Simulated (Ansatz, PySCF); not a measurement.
silanone (H₂OSi), SMILES O=[SiH2].

The structure is a stationary point at ωB97X-D3(BJ)/def2-TZVP.

Vertical ionisation energy (IE) and electron affinity (EA) in eV. Rows of orbital energies are one-electron estimates. Where ΔSCF, EOM or ADC give a negative EA the extra electron is unbound and the value depends on the basis.

```tsv
level	IE	EA
−ε(HOMO), −ε(LUMO), B3LYP/def2-TZVPD (PySCF)	8.08	2.53
−ε(HOMO), −ε(LUMO), PBE0/def2-TZVPD (PySCF)	8.32	2.31
−ε(HOMO), −ε(LUMO), PBE/def2-TZVPD (PySCF)	6.83	3.18
EOM-CCSD/aug-cc-pVDZ (PySCF)	10.65	0.12
ADC(2)/aug-cc-pVDZ (PySCF)	___	___
ΔSCF, PBE0/def2-TZVPD (Ansatz), final states of multiplicity 2 and 2	10.70	0.36
ΔSCF, PBE/def2-TZVPD (Ansatz), final states of multiplicity 2 and 2	10.77	0.33
```

Q: Some entries are withheld; supply them. (Estimate from the structure and the level; the computed values follow.)

A: 
- ADC(2)/aug-cc-pVDZ (PySCF), IE: 9.00
- ADC(2)/aug-cc-pVDZ (PySCF), EA: 0.12

Q: What vertical singlet–triplet gap does ΔSCF give with PBE0/def2-TZVPD (Ansatz, a quantum-chemistry and plane-wave program) and with PBE/def2-TZVPD (Ansatz)? (An estimate is asked for; the answer gives what the named calculation found.)

A: 3.62 and 3.68 eV (triplet above singlet where positive).

Q: Beyond the first one, list the lowest photoelectron lines from ADC(2)/aug-cc-pVDZ (PySCF) with their pole strengths (two spins summed). (Estimate from the structure and the level; the computed values follow.)

A: 10.39 eV (1.70), 10.90 eV (1.66), 14.15 eV (1.85), 18.05 eV (1.82).
